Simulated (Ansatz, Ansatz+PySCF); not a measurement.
```yaml
atoms:
  - { symbol: Au, position_ang: [0.0000, 0.0000, 0.0000] }
  - { symbol: O, position_ang: [0.0000, 0.0000, 1.8500] }
```

Basis set: def2-SVP (spherical functions, with the set's core potentials past Kr). Charge 0, multiplicity 2.

Computed with Ansatz (development build ahead of 0.2.0); each method stands on the lowest determinant of its kind that the runs found.

The atomization energy at this shape (free ground-state atoms in the same class of orbitals less the molecule, no zero-point energy) of doublet AuO:

| method | atomization energy |
| --- | --- |
| UHF | -10.87 kcal/mol |

Problem. What does PBE0 (unrestricted) give?

Solution. 43.97 kcal/mol.
